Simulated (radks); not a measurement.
Task: Neutral hafnium: order these configurations by energy. All-electron calculation, scalar-relativistic Kohn-Sham, BLYP, spin-polarised, spherical densities, finite nucleus; Fermi nuclear charge, rms radius of each element as measured or else 0.836 A^(1/3) + 0.57 fm. Program: a radial shooting solver on a logarithmic mesh with Libxc functionals. Open shells are filled with parallel spins first. [Xe] 4f14 5d1 6s2 6p1; [Xe] 4f14 5d2 6s1 6p1; [Xe] 4f14 5d2 6s2; [Xe] 4f14 5d3 6s1.

Result: From the lowest, in eV above it: [Xe] 4f14 5d2 6s2 0.000; [Xe] 4f14 5d3 6s1 1.576; [Xe] 4f14 5d1 6s2 6p1 2.138; [Xe] 4f14 5d2 6s1 6p1 2.994.
